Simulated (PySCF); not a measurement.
**p-anisic acid (SMILES COc1ccc(C(=O)O)cc1)**

Geometry:
| atom | x (Å) | y (Å) | z (Å) |
| --- | --- | --- | --- |
| C1 | -3.419 | -0.345 | -0.371 |
| O2 | -2.529 | 0.315 | 0.487 |
| C3 | -1.208 | 0.187 | 0.284 |
| C4 | -0.375 | 0.871 | 1.185 |
| C5 | 1.000 | 0.799 | 1.056 |
| C6 | 1.577 | 0.043 | 0.024 |
| C7 | 3.040 | -0.064 | -0.162 |
| O8 | 3.579 | -0.692 | -1.041 |
| O9 | 3.741 | 0.616 | 0.760 |
| C10 | 0.745 | -0.635 | -0.870 |
| C11 | -0.639 | -0.571 | -0.749 |
| H12 | -3.281 | -1.439 | -0.341 |
| H13 | -4.430 | -0.104 | -0.020 |
| H14 | -3.312 | 0.000 | -1.415 |
| H15 | -0.845 | 1.454 | 1.980 |
| H16 | 1.646 | 1.330 | 1.756 |
| H17 | 4.674 | 0.477 | 0.541 |
| H18 | 1.209 | -1.219 | -1.668 |
| H19 | -1.264 | -1.110 | -1.460 |

Computed, not measured: PySCF 2.14.0, quadratic response CAM-B3LYP/aug-cc-pVDZ first hyperpolarisability, Taylor convention, gas phase. Geometry: PBE0-D3(BJ)/def2-SVP.

(1) Give the tensor of the static β(0;0,0) in the axes of these coordinates.

Results:

(1) In au, Taylor convention; rows are the first index (the induced dipole):
```csv
,xx,yy,zz,xy,xz,yz
x,-818.7,+49.5,+68.9,+38.2,+73.2,+34.0
y,+38.2,+22.7,-15.0,+49.5,+34.0,-4.2
z,+73.2,-4.2,+9.2,+34.0,+68.9,-15.0
```
Norm of βᵢ = ⅓ Σⱼ (βᵢⱼⱼ + βⱼᵢⱼ + βⱼⱼᵢ): 706.3 au, hyper-Rayleigh value 326.6 au.
